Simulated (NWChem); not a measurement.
# C3H2F2; SMILES C=C=C(F)F

```xyz
7

C      0.0000     0.0000     2.1785
C      0.0000     0.0000     0.8712
C      0.0000     0.0000    -0.4351
F      0.0000     1.0799    -1.1858
F      0.0000    -1.0799    -1.1858
H     -0.9346     0.0000     2.7536
H      0.9346     0.0000     2.7536
```
Atoms are numbered in this order, from 1.

Level: PBE0/def2-SVP (NWChem), optimised geometry, unscaled harmonic frequencies. 

Question: List the harmonic frequencies with IR intensities, and the thermochemistry.

Answer: 
| frequency (cm⁻¹) | IR intensity (km/mol) |
|---|---|
| 185 | 0.6 |
| 228 | 5.3 |
| 515 | 12.2 |
| 581 | 9.5 |
| 622 | 0.0 |
| 627 | 11.8 |
| 840 | 40.4 |
| 958 | 31.1 |
| 1012 | 0.5 |
| 1331 | 283.3 |
| 1354 | 109.5 |
| 1523 | 204.1 |
| 2157 | 166.1 |
| 3128 | 6.7 |
| 3217 | 0.2 |

| Item | Value |
|---|---|
| zero-point energy | 26.1 kcal/mol |
| thermal correction to the enthalpy at 298.15 K (with zero-point energy) | 29.7 kcal/mol |
| heat capacity Cv | 15.6 cal/(mol K) |
| entropy at 298.15 K and 1 atm (symmetry number 2) | 69.5 cal/(mol K) |
| dipole moment | 1.74 D |

Rigid rotor and harmonic oscillator.
